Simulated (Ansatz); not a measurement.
The cluster Zn2S⁺. Charge 1, multiplicity 4. Geometry r2SCAN-D4/def2-TZVP; atoms count from 1.

```xyz
3

Zn   -0.0445    0.7107    1.8711
Zn   -0.1030   -1.4801   -1.3441
S     0.1474    0.7694   -0.5269
```

At PBE0-D4/def2-TZVP a doublet of charge 1 lies 1.07 eV below the quartet, each at its own geometry. The structure comes from a short search, and lower isomers may exist.

Problem. Estimate the Mulliken populations from the PBE0/def2-TZVP orbitals of Ansatz.

Solution. 
| atom | charge (e) | spin (α − β) | d electrons |
| --- | --- | --- | --- |
| Zn1 | 0.51 | 0.81 | 10.02 |
| Zn2 | 0.51 | 0.81 | 10.02 |
| S3 | -0.01 | 1.37 | – |
Mulliken values depend strongly on the basis.

Problem. Where does the spin sit?

Solution. Summed by element: Zn 1.63, S 1.37, of 3 unpaired in all. Largest on single atoms: S3 1.37, Zn1 0.81, Zn2 0.81.

Problem. And the Mayer bond orders between heavy atoms (over 0.3)?

Solution. Zn1–S3 0.72 (2.41 Å); Zn2–S3 0.72 (2.41 Å).
